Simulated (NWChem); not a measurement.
# CH₃ClSi, singlet; SMILES C[Si]Cl

```xyz
6

Si     0.7840    -0.5323     0.0031
Cl    -0.2146     1.3237    -0.0026
C     -0.7431    -1.6598     0.0035
H     -0.4623    -2.7246     0.0127
H     -1.3666    -1.4623    -0.8864
H     -1.3769    -1.4487     0.8831
```
Atoms are numbered in this order, from 1.

Low-valent species are run as closed-shell singlets; no triplet was tried in these runs. Structure relaxed at the PBE0/def2-SVP level.

### Question
Give the principal values of the shielding tensors (ppm) of Si1, Cl2, C3 from BHandHLYP/pcSseg-1, GIAO (NWChem), with their diamagnetic and paramagnetic parts as GIAO splits them.

### Answer
```csv
atom,σ11,σ22,σ33,isotropic,diamagnetic,paramagnetic
Si1,-1147.6,216.9,224.0,-235.6,873.9,-1109.4
Cl2,-172.9,615.4,969.0,470.5,1148.8,-678.3
C3,89.8,150.7,183.7,141.4,256.2,-114.9
```
